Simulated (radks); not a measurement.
The numbers below are computed, except where a source is named.
Neutral technetium, configuration [Kr] 4d6 5s1 (not the ground configuration). Level of theory: scalar-relativistic Kohn-Sham, PBE, spin-unpolarised, spherical densities, finite nucleus; Fermi nuclear charge, rms radius 4.4112 fm (a radial shooting solver on a logarithmic mesh with Libxc functionals).

Normalised radial functions P(r) = r R(r), r in bohr:

```
   r/bohr * 3p (the largest magnitude, 1.69, reaches the edge; | marks zero)
 0.001806                             *
 0.002409                             *
 0.003239                             *
 0.004355                             *
 0.005809                             |*
  0.00781                             |*
  0.01042                             |*
    0.014                             | *
  0.01868                             |   *
  0.02511                             |     *
  0.03376                             |       *
  0.04503                             |          *
  0.06054                             |             *
  0.08075                             |              *
   0.1086                             |           *
   0.1448                             |   *
   0.1947                     *       |
   0.2617        *                    |
   0.3491  *                          |
   0.4694     *                       |
    0.626              *              |
   0.8417                       *     |
    1.123                           * |
    1.509                             *
    2.029                             *
    2.706                             *
    3.639                             *
    4.853                             *
    6.525                             *
    8.703                             *
     11.7                             *
```

3p: eigenvalue -412.70 eV, 1 radial node at r = 0.162 bohr, <r> = 0.416 bohr, 90 % of the charge inside 0.628 bohr.
